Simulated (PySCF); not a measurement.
C4H8O, SMILES C1OCCC1 (connectivity only; charge and spin as stated), charge +1, multiplicity 2.

Coordinates come from a PBE0-D3(BJ)/def2-SVP optimisation. The multiplicity is an assumed one; no other spin state was optimised. One conformer was computed; it need not be the lowest.

Two levels are set side by side: PBE/def2-TZVP (PySCF) and B3LYP/def2-TZVP (PySCF). Same geometry, gas phase. Differences are taken from unrounded values.

```tsv
quantity	B3LYP	PBE	PBE minus B3LYP
α-spin orbital gap (eV)	10.57	8.67	-1.90
β-spin orbital gap (eV)	3.11	1.24	-1.87
mean polarisability (bohr³)	49.6	51.4	1.8
```

PBE's more diffuse valence density responds more strongly to a field. Differences between two approximate levels are no errors against the true value.

Rough cost on one machine, each run with all the roots and properties that it gave: B3LYP against PBE within a factor of 2.
